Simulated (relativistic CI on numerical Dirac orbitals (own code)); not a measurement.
**Hyperfine structure of Cd²⁸⁺, mass number 111**

Computed by Dirac-Coulomb-Breit CI, orbitals from a KLI potential per configuration, a model potential for QED, unscaled Slater integrals (own radial code, finite nucleus).

Configuration list (outside the closed core [Ne]): 3s²3p⁶3d², 3s²3p⁵3d³, 3s3p⁶3d³, 3s²3p⁶3d4s, 3s²3p⁶3d4p, 3s²3p⁶3d4d, 3s²3p⁵3d²4s, 3s²3p⁶3d4f, 3s²3p⁵3d²4p, 3s²3p⁵3d²4d, 3p⁶3d⁴, 3p⁵3d⁵, 3p⁵3d⁴4s, 3p⁶3d³4s, 3p⁵3d³4s². Double excitations out of closed p, d and f shells are left out; levels of such configurations are missing from the list, as are those of other unlisted configurations, and high levels can miss mixing partners. These lack a partner that the ground configuration has and come out too high: 3s²3p⁵3d²4p, 3s²3p⁵3d²4d.

Nuclear spin I = 1/2, μ = -0.594 μN (tables of Stone and Pyykkö). The electronic factors are computed for point nuclear moments, without core polarisation or the Bohr-Weisskopf and QED corrections.

| Level | E (cm⁻¹) | A (MHz) |
| --- | --- | --- |
| 3s²3p⁶3d² ³F2 | 0 | -24950 |
| 3s²3p⁶3d² ³F3 | 60185 | -14620 |
| 3s²3p⁶3d² ³F4 | 103376 | -13080 |
| 3s²3p⁶3d² ³P1 | 127494 | 263 |
| 3s²3p⁶3d² ¹G4 | 178341 | -13080 |
| 3s²3p⁶3d² ³P2 | 191808 | -10090 |
| 3s²3p⁵3d³ ⁵D°1 | 1189024 | -39700 |
| 3s²3p⁵3d³ ⁵F°3 | 1207865 | -24030 |

Levels with J = 0, under 50 % of one LS term, or S terms without an open s electron are left out. Small factors come from cancelling terms and can be off by tens of per cent or more.

At this charge energies of transitions that change n are usually good to better than 1 %, and those within a shell (Δn = 0) to a few per cent. Terms inside the open d or f shell come out 10 to 20 % too wide with unscaled integrals.

Q: Give the hyperfine levels of 3s²3p⁶3d² ³F2 relative to its centre of gravity.

A: With K = F(F + 1) − I(I + 1) − J(J + 1), E = AK/2: F = 3/2: 37420, F = 5/2: -24950 MHz.

LS names give the leading component of a level, which can be under half, so a name can repeat, a term be missing and a line seem to break the LS rules.
